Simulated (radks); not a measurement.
Ionisation ladder of thulium, from Tm39+ to Tm48+. Each ion is in the ground configuration listed by NIST, and IE = E(next ion) - E(this ion). All-electron calculation, scalar-relativistic Kohn-Sham, PBE, spin-polarised, spherical densities, point nucleus; open shells are filled with parallel spins first (spin-orbit coupling, left out, can overturn this in heavy ions). Program: a radial shooting solver on a logarithmic mesh with Libxc functionals.

[
 {"species": "Tm39+", "configuration": "[Ar] 3d10 4s2", "E (hartree)": "-12622.8873", "IE, Delta-SCF (eV)": "1900.1", "-e(HOMO) (eV)": "1876.1", "HOMO": "4s", "IE, NIST (eV)": "1889", "kind": "theory", "error (eV)": "+11.1"},
 {"species": "Tm40+", "configuration": "[Ar] 3d10 4s1", "E (hartree)": "-12553.0602", "IE, Delta-SCF (eV)": "1955.5", "-e(HOMO) (eV)": "1931.2", "HOMO": "4s up", "IE, NIST (eV)": "1945", "kind": "semi-emp.", "error (eV)": "+10.3"},
 {"species": "Tm41+", "configuration": "[Ar] 3d10", "E (hartree)": "-12481.1978", "IE, Delta-SCF (eV)": "3317.6", "-e(HOMO) (eV)": "3262.2", "HOMO": "3d", "IE, NIST (eV)": "3298", "kind": "theory", "error (eV)": "+19.6"},
 {"species": "Tm42+", "configuration": "[Ar] 3d9", "E (hartree)": "-12359.2766", "IE, Delta-SCF (eV)": "3432.4", "-e(HOMO) (eV)": "3376.4", "HOMO": "3d down", "IE, NIST (eV)": "3409", "kind": "theory", "error (eV)": "+23.4"},
 {"species": "Tm43+", "configuration": "[Ar] 3d8", "E (hartree)": "-12233.1393", "IE, Delta-SCF (eV)": "3548.1", "-e(HOMO) (eV)": "3491.7", "HOMO": "3d down", "IE, NIST (eV)": "3528", "kind": "theory", "error (eV)": "+20.1"},
 {"species": "Tm44+", "configuration": "[Ar] 3d7", "E (hartree)": "-12102.7478", "IE, Delta-SCF (eV)": "3664.8", "-e(HOMO) (eV)": "3607.9", "HOMO": "3d down", "IE, NIST (eV)": "3653", "kind": "theory", "error (eV)": "+11.8"},
 {"species": "Tm45+", "configuration": "[Ar] 3d6", "E (hartree)": "-11968.0685", "IE, Delta-SCF (eV)": "3782.2", "-e(HOMO) (eV)": "3725.0", "HOMO": "3d down", "IE, NIST (eV)": "3775", "kind": "theory", "error (eV)": "+7.2"},
 {"species": "Tm46+", "configuration": "[Ar] 3d5", "E (hartree)": "-11829.0754", "IE, Delta-SCF (eV)": "3934.8", "-e(HOMO) (eV)": "3875.4", "HOMO": "3d up", "IE, NIST (eV)": "3895", "kind": "theory", "error (eV)": "+39.8"},
 {"species": "Tm47+", "configuration": "[Ar] 3d4", "E (hartree)": "-11684.4738", "IE, Delta-SCF (eV)": "4057.6", "-e(HOMO) (eV)": "3997.6", "HOMO": "3d up", "IE, NIST (eV)": "4075", "kind": "theory", "error (eV)": "-17.4"},
 {"species": "Tm48+", "configuration": "[Ar] 3d3", "E (hartree)": "-11535.3614", "IE, Delta-SCF (eV)": "4181.3", "-e(HOMO) (eV)": "4120.9", "HOMO": "3d up", "IE, NIST (eV)": "4199", "kind": "theory", "error (eV)": "-17.7"}
]

Reference values: NIST Atomic Spectra Database (exp. = measured, semi-emp. = semi-empirical, theory = theoretical value adopted there). Errors are taken from the NIST values before rounding. The ionisation energy per charge of the ion left behind rises most, in proportion, at Tm41+ ([Ar] 3d10), from 47.695 to 78.992 eV. Open shells are spherical and high-spin; term and fine-structure splittings are not resolved. Spin-orbit splitting is averaged out at the scalar-relativistic level.
